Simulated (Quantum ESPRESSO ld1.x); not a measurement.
Problem. These are the eigenvalues of the occupied orbitals of an atom or ion with whole-number occupations (eV). All-electron calculation, scalar-relativistic Kohn-Sham, LDA (Slater exchange, Perdew-Wang correlation), spin-polarised, spherical densities, point nucleus. Program: ld1.x of Quantum ESPRESSO 7.5.

| orbital | eigenvalue |
|---|---|
| 1s up | -34168.2 |
| 1s down | -34167.8 |
| 2s up | -6289.90 |
| 2s down | -6277.64 |
| 2p up | -5775.99 |
| 2p down | -5766.39 |
| 3s up | -2090.38 |
| 3s down | -2076.98 |
| 3p up | -1925.03 |
| 3p down | -1911.35 |
| 3d up | -1695.96 |
| 3d down | -1679.55 |

Which element is it, and in what charge state? The configuration may be excited. Open shells, if any, are filled with parallel spins first.

Solution. Z = 53, iodine, charge +29: I29+ in [Ar] 3d6. The list shows which subshells hold electrons but not how many an open one holds; the 1s level, -1255.7 hartree, gives Z - s = 50.1 by -(Z - s)^2/2, which with screening and relativity narrows Z to a few neighbours, and the depths of the outer levels then fix element, charge and occupations together.
